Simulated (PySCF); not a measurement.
Compound: C4H3F4O (doublet state).
Geometry (GFN2-xTB, Å), atoms numbered from 1 in this order:
```
atom  x, y, z in Å
F1     1.1819    2.0543    0.3181
C2     0.5532    0.9862   -0.1786
C3     1.3019   -0.2565   -0.4927
O4     0.3422   -1.3030   -0.3984
C5    -0.7875   -0.8785    0.2289
F6    -0.7840   -1.2832    1.5357
F7    -1.8588   -1.4625   -0.3128
C8    -0.8470    0.6727    0.1907
F9    -1.7577    1.0764   -0.7647
H10    1.7151   -0.2809   -1.5096
H11    2.1277   -0.4297    0.2164
H12   -1.1858    1.1040    1.1411
```

The hyperfine couplings belong to this conformer and change with its torsions.

As a line formula: `F[C]1COC(F)(F)[C@@H]1F` [radical].

Method used: UKS B3LYP, pcH-1 on C F H O, non-relativistic, mean-field spin-orbit, GIAO (PySCF 2.14.0). One conformer (not necessarily the lowest) at the GFN2-xTB geometry, without solvent, vibrations or thermal averaging. A GFN2-xTB geometry isn't a minimum of the functional, and hyperfine couplings can be far from their values at a DFT geometry. The SCF solution wasn't tested for stability.

(1) Break the g tensor into its mass correction, gauge correction and orbital-Zeeman/spin–orbit terms.

(2) Average each term over the three axes. Which is largest in size?

(3) What are the electron Larmor frequencies g μB B/h along the three axes at 1200 mT?

(4) In a frozen sample, at which fields do the three g values resonate at 9.5, 34, 94 and 263 GHz (hyperfine left aside), and which band first spreads them over more than twice a line width of 1.0 mT?

## Answers

(1) 
```
                    Δg (ppm)     1     2     3
relativistic mass correction  -213  -213  -213
            gauge correction    17    55    39
   orbital Zeeman/spin–orbit  -183  1576  2414
                       total  -379  1417  2240
```

So g = 2.00194, 2.00374, 2.00456 and g_iso = 2.00341; the tensor is rhombic: the two nearest values differ by 31 % of g3 − g1. 

(2) The orbital-Zeeman/spin–orbit term 1269, the mass correction -213 and the gauge correction 37 ppm, for a total of 1093 ppm. The orbital-Zeeman/spin–orbit term is the largest in size. The mass correction is the same along every axis, so the anisotropy comes from the other two: their spans along these axes are 38 (gauge) and 2597 ppm (orbital Zeeman/spin–orbit).

(3) 33.6236, 33.6537, 33.6676 GHz for g1, g2 and g3, a range of 44.0 MHz.

(4) 
```json
{"band": "X", "GHz": "9.5", "B(g3) mT": "338.60", "B(g2) mT": "338.74", "B(g1) mT": "339.05", "spread mT": "0.44"}
{"band": "Q", "GHz": "34.0", "B(g3) mT": "1211.85", "B(g2) mT": "1212.35", "B(g1) mT": "1213.43", "spread mT": "1.59"}
{"band": "W", "GHz": "94.0", "B(g3) mT": "3350.41", "B(g2) mT": "3351.78", "B(g1) mT": "3354.79", "spread mT": "4.38"}
{"band": "J", "GHz": "263.0", "B(g3) mT": "9374.01", "B(g2) mT": "9377.86", "B(g1) mT": "9386.27", "spread mT": "12.27"}
```

The spread grows in proportion to the frequency. W band is the first where it exceeds 2.0 mT.

The Mulliken spin populations are largest on C2 (+0.86), F1 (+0.07) and C3 (-0.06). C2 is the only atom above +0.15. The angles at C2 add up to 352.8°, so it is slightly pyramidal.

The HOMO–LUMO gaps are 7.79 eV among the α and 6.09 eV among the β orbitals.
